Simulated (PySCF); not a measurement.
A small calculation by hand: entropy of an ideal gas

C2H2N3, SMILES C1=NC=N[N]1 (connectivity only; charge and spin as stated), charge -1, multiplicity 1.

Geometry optimised at PBE0-D3(BJ)/def2-SVPD. The multiplicity is an assumed one; other spin states were not compared. The isomer is the one that the SMILES or the coordinates give; other isomers of the formula were not compared.

PBE0-D3(BJ)/def2-SVPD (PySCF) gives the harmonic wavenumbers 710, 728, 831, 832, 991, 998, 1103, 1201, 1209, 1294, 1320, 1428, 1533, 3184, 3189 cm⁻¹ and the rotational temperatures 0.5140, 0.4959, 0.2524 K. The molar mass is 68.06 g/mol, the symmetry number 2, the spin multiplicity 1.

Q: Work out the entropy at 298.15 K and 1 atm in the rigid-rotor, harmonic-oscillator model.

A: 
Translation (Sackur–Tetrode at 1 atm): S = R[1.5 ln M + 2.5 ln T − 1.16487] = 161.4 J/(mol K).
Rotation: q = (√π/σ) T^1.5/√(θA θB θC) = 18000, S = R[ln q + 3/2] = 93.9 J/(mol K).
Vibration: with u = 1.4388 ν/T, each mode gives R[u/(e^u − 1) − ln(1 − e^−u)]:
```json
[
 {"ν (cm⁻¹)": "710", "modes": "1", "u": "3.43", "S (J/(mol K))": "1.23"},
 {"ν (cm⁻¹)": "728", "modes": "1", "u": "3.51", "S (J/(mol K))": "1.15"},
 {"ν (cm⁻¹)": "831", "modes": "1", "u": "4.01", "S (J/(mol K))": "0.77"},
 {"ν (cm⁻¹)": "832", "modes": "1", "u": "4.01", "S (J/(mol K))": "0.76"},
 {"ν (cm⁻¹)": "991", "modes": "1", "u": "4.78", "S (J/(mol K))": "0.41"},
 {"ν (cm⁻¹)": "998", "modes": "1", "u": "4.82", "S (J/(mol K))": "0.39"},
 {"ν (cm⁻¹)": "1103", "modes": "1", "u": "5.32", "S (J/(mol K))": "0.26"},
 {"ν (cm⁻¹)": "1201", "modes": "1", "u": "5.80", "S (J/(mol K))": "0.17"},
 {"ν (cm⁻¹)": "1209", "modes": "1", "u": "5.83", "S (J/(mol K))": "0.17"},
 {"ν (cm⁻¹)": "1294", "modes": "1", "u": "6.24", "S (J/(mol K))": "0.12"},
 {"ν (cm⁻¹)": "1320", "modes": "1", "u": "6.37", "S (J/(mol K))": "0.11"},
 {"ν (cm⁻¹)": "1428", "modes": "1", "u": "6.89", "S (J/(mol K))": "0.07"},
 {"ν (cm⁻¹)": "1533", "modes": "1", "u": "7.40", "S (J/(mol K))": "0.04"}
]
```
The stiffer modes add less than 0.005 each. Sum 5.6 J/(mol K).
Spin: R ln 1 = 0.0 J/(mol K).
Total 261.0 J/(mol K); the program's own thermochemistry gives 261.0. Translation makes up 62 % and vibration 2 %. Anharmonicity, hindered rotation and orbital degeneracy are left out.
